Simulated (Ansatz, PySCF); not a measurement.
This PySCF input computes a CAM-B3LYP/def2-TZVPD energy:

```python
from pyscf import gto, scf, dft

mol = gto.M(
    atom='''
    B    -0.01049030   -0.01858023   -0.00215015
    C     0.30878618    1.51744915    0.18510642
    O    -1.26763648   -0.54728946   -0.04670678
    C    -2.44406678    0.23117027    0.07140545
    O     0.97490848   -0.95548907   -0.13683678
    C     2.34994507   -0.62131328   -0.11874164
    H     0.89505680    1.89597293   -0.65771256
    H    -0.57477434    2.14722632    0.27947724
    H     0.92510562    1.67851801    1.07479428
    H    -3.29328020   -0.44713334    0.00099730
    H    -2.48917882    0.74891589    1.03319229
    H    -2.51976907    0.97028895   -0.73053113
    H     2.91459916   -1.54402723   -0.24434916
    H     2.60898232    0.06136030   -0.93282634
    H     2.63954722   -0.15982936    0.82943587
    ''',
    basis='def2-tzvpd',
    charge=0,
    spin=0,
    verbose=4,
)

mf = dft.RKS(mol, xc='camb3lyp').density_fit(auxbasis='def2-universal-jkfit')
mf.grids.level = 3
mf.conv_tol = 1e-9
mf.max_cycle = 100
mf.max_memory = 1500
mf.kernel()
if not mf.converged:
    mf = mf.newton()
    mf.kernel(mf.make_rdm1())
mf.analyze()
```

Task: Write an input for the same energy in Ansatz (a first-principles code) and say what it gives.

Result: 
Ansatz 0.2 input:
```yaml
crystal:
  periodic: [false, false, false]
  atoms:
    - {symbol: B, position_ang: [-0.01049030, -0.01858023, -0.00215015]}
    - {symbol: C, position_ang: [0.30878618, 1.51744915, 0.18510642]}
    - {symbol: O, position_ang: [-1.26763648, -0.54728946, -0.04670678]}
    - {symbol: C, position_ang: [-2.44406678, 0.23117027, 0.07140545]}
    - {symbol: O, position_ang: [0.97490848, -0.95548907, -0.13683678]}
    - {symbol: C, position_ang: [2.34994507, -0.62131328, -0.11874164]}
    - {symbol: H, position_ang: [0.89505680, 1.89597293, -0.65771256]}
    - {symbol: H, position_ang: [-0.57477434, 2.14722632, 0.27947724]}
    - {symbol: H, position_ang: [0.92510562, 1.67851801, 1.07479428]}
    - {symbol: H, position_ang: [-3.29328020, -0.44713334, 0.00099730]}
    - {symbol: H, position_ang: [-2.48917882, 0.74891589, 1.03319229]}
    - {symbol: H, position_ang: [-2.51976907, 0.97028895, -0.73053113]}
    - {symbol: H, position_ang: [2.91459916, -1.54402723, -0.24434916]}
    - {symbol: H, position_ang: [2.60898232, 0.06136030, -0.93282634]}
    - {symbol: H, position_ang: [2.63954722, -0.15982936, 0.82943587]}
basis:
  gaussian:
    orbitals: def2-TZVPD
hamiltonian:
  xc: {name: CAM-B3LYP}
output: {forces: true}
```
It gives -295.11002 Eh, and PySCF -295.11018 Eh, a difference of 0.16 mEh, from the treatment of integrals and grids.
